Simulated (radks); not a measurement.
The numbers below are computed, except where a source is named.
Species: Cu12+. Configuration: [Ne] 3s2 3p5.

Code: a radial shooting solver on a logarithmic mesh with Libxc functionals. Model: scalar-relativistic Kohn-Sham, SCAN, spin-polarised, spherical densities, finite nucleus; open shells are filled with parallel spins first; meta-GGA in the generalised Kohn-Sham scheme; Fermi nuclear charge, rms radius 3.8823 fm.

Energy parts (hartree):
| part | energy |
|---|---|
| total | -1593.50154 |
| kinetic | 1618.80272 |
| electron-nucleus | -3595.11493 |
| Hartree | 439.09769 |
| exchange-correlation | -56.28702 |

Orbitals (lengths in bohr, moments of r in powers of bohr; <r^-3> diverges for s and p1/2; r(90%) holds 90 % of the orbital's charge):
orbital  occ.  eigenvalue (hartree)  r(90%)     <r^2>  <r^-3>
1s up       1             -339.9304  0.0932  0.003661       -
1s down     1             -339.8915  0.0932  0.003660       -
2s up       1             -53.14656   0.361   0.06430       -
2s down     1             -53.12673   0.361   0.06425       -
2p up       3             -47.72604   0.335   0.05152   711.5
2p down     3             -47.68741   0.335   0.05151   710.9
3s up       1             -16.03139   0.916    0.4477       -
3s down     1             -15.89888   0.918    0.4499       -
3p up       3             -14.31591   0.932    0.4523   129.5
3p down     2             -14.18270   0.935    0.4547   129.0

The highest occupied level is 3p down at -385.93 eV. The electron density at the nucleus is 2.248e+04 e/bohr^3 (large components only). Spin moment in Bohr magnetons: 1.
